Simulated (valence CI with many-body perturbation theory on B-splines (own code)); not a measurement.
**From CI to CI+MBPT in Pm XXXI**

Calculated by relativistic CI+MBPT: three valence electrons over a frozen Dirac-Fock core [Ar] 3d10, a basis of 11 s, 11 p, 9 d, 7 f, 5 g, 2 h, 1 i functions for each j, with the one-electron correlation potential Σ1, the two-electron term Σ2, the three-electron term Σ3, Breit, model QED; selected CI, second order for the rest (own B-spline code, finite nucleus).

The last digits are not significant, and no measured levels were compared; by estimate large intervals hold to a few tenths of a per cent, small ones and those within an open d or f shell to about a per cent.

Each rung adds one term. CI alone is the Dirac-Coulomb CI over the frozen core; QED comes last and gives the full result, which names the levels. Energies are above (4s^2 4p1/2) J=1/2 on the same rung, in eV.

Levels are named by their leading jj configuration (3d3/2^4 stands for four electrons in 3d with j = 3/2), which in mixed levels can hold well under half, so a name can repeat and another be missing. Letters in brackets count levels of one name in rising energy.

| Level | CI alone | Σ1 | Σ2 | Σ3 | Breit | QED | Full |
| --- | --- | --- | --- | --- | --- | --- | --- |
| (4s^2 4p3/2) J=3/2 | 34.61 | +0.158 | +0.064 | +0.001 | -0.436 | +0.052 | 34.45 |
| (4s 4p1/2^2) J=1/2 | 65.20 | -0.046 | +0.209 | +0.007 | +0.389 | -0.550 | 65.21 |
| (4s 4p1/2 4p3/2) J=3/2 [a] | 91.14 | +0.097 | +0.515 | +0.014 | -0.019 | -0.498 | 91.25 |
| (4s 4p1/2 4p3/2) J=5/2 | 97.15 | +0.103 | +0.333 | +0.010 | -0.067 | -0.493 | 97.04 |
| (4s 4p1/2 4p3/2) J=3/2 [b] | 106.33 | +0.106 | -0.067 | +0.004 | -0.065 | -0.482 | 105.82 |
| (4s 4p1/2 4p3/2) J=1/2 | 110.13 | +0.102 | -0.643 | -0.002 | +0.002 | -0.506 | 109.09 |
| (4s 4p3/2^2) J=5/2 | 129.03 | +0.242 | +0.436 | +0.012 | -0.482 | -0.422 | 128.82 |
| (4s 4p3/2^2) J=3/2 | 144.17 | +0.193 | -0.562 | +0.003 | -0.485 | -0.343 | 142.97 |
| (4s 4p3/2^2) J=1/2 | 144.48 | +0.259 | -0.261 | -0.005 | -0.429 | -0.449 | 143.60 |
| (4s^2 4d3/2) J=3/2 | 154.04 | +0.103 | -0.827 | -0.004 | -0.604 | -0.157 | 152.55 |
| (4s^2 4d5/2) J=5/2 | 159.30 | +0.098 | -0.706 | -0.001 | -0.824 | -0.042 | 157.82 |
| (4p1/2^2 4p3/2) J=3/2 | 173.99 | +0.047 | -0.296 | +0.009 | +0.348 | -1.028 | 173.07 |
| (4s 4p1/2 4d3/2) J=3/2 [a] | 200.22 | +0.026 | +0.319 | +0.022 | -0.190 | -0.706 | 199.69 |
| (4p1/2 4p3/2^2) J=5/2 | 201.32 | +0.102 | +0.355 | +0.020 | -0.186 | -0.809 | 200.81 |
| (4p1/2 4p3/2^2) J=3/2 | 203.47 | +0.123 | 0.000 | +0.018 | -0.148 | -0.827 | 202.63 |
| (4s 4p1/2 4d3/2) J=5/2 | 207.80 | +0.049 | +0.160 | +0.019 | -0.300 | -0.670 | 207.06 |
| (4p1/2 4p3/2^2) J=1/2 | 213.23 | +0.201 | -0.312 | +0.003 | -0.079 | -0.968 | 212.08 |
| (4s 4p1/2 4d3/2) J=3/2 [b] | 215.68 | -0.005 | -0.339 | +0.010 | -0.322 | -0.573 | 214.45 |
| (4s 4p1/2 4d3/2) J=1/2 | 215.79 | -0.014 | -0.453 | +0.009 | -0.268 | -0.583 | 214.48 |
| (4s 4p1/2 4d5/2) J=5/2 [a] | 216.16 | +0.034 | -0.226 | +0.013 | -0.413 | -0.585 | 214.99 |
| (4s 4p1/2 4d5/2) J=7/2 | 216.46 | +0.040 | +0.123 | +0.020 | -0.509 | -0.553 | 215.58 |
| (4s 4p1/2 4d5/2) J=5/2 [b] | 226.01 | +0.046 | -0.349 | -0.003 | -0.411 | -0.599 | 224.70 |
| (4s 4p1/2 4d5/2) J=3/2 | 229.89 | +0.055 | -0.760 | -0.007 | -0.346 | -0.632 | 228.20 |
| (4p3/2^3) J=3/2 | 239.02 | +0.279 | +0.127 | +0.013 | -0.576 | -0.788 | 238.07 |
| (4s 4p3/2 4d5/2) J=9/2 | 241.34 | +0.179 | +0.537 | +0.026 | -0.907 | -0.505 | 240.67 |
| (4s 4p3/2 4d3/2) J=5/2 [a] | 242.67 | +0.128 | -0.136 | +0.014 | -0.699 | -0.531 | 241.45 |
| (4s 4p3/2 4d3/2) J=1/2 [a] | 242.60 | +0.128 | -0.029 | +0.014 | -0.673 | -0.525 | 241.52 |
| (4s 4p3/2 4d3/2) J=7/2 | 243.75 | +0.140 | -0.077 | +0.016 | -0.775 | -0.517 | 242.54 |
| (4s 4p3/2 4d3/2) J=3/2 [a] | 243.76 | +0.158 | -0.129 | +0.013 | -0.689 | -0.569 | 242.54 |
| (4s 4p3/2 4d5/2) J=5/2 [a] | 250.82 | +0.184 | -0.111 | +0.013 | -0.870 | -0.516 | 249.51 |
| (4s 4p3/2 4d3/2) J=3/2 [b] | 251.86 | +0.149 | -0.620 | +0.007 | -0.708 | -0.545 | 250.14 |

The middle columns are the shifts that each term adds.

Q: How does the ionisation energy move along the ladder, and which term matters most?

A: CI alone 1159.2, + Σ1 1160.9, + Σ2 1160.7, + Σ3 1160.7, + Breit 1159.6, + QED 1159.6 eV. The largest step is Σ1, 1.7 eV. NIST lists 1158 ± 4 eV (theoretical).
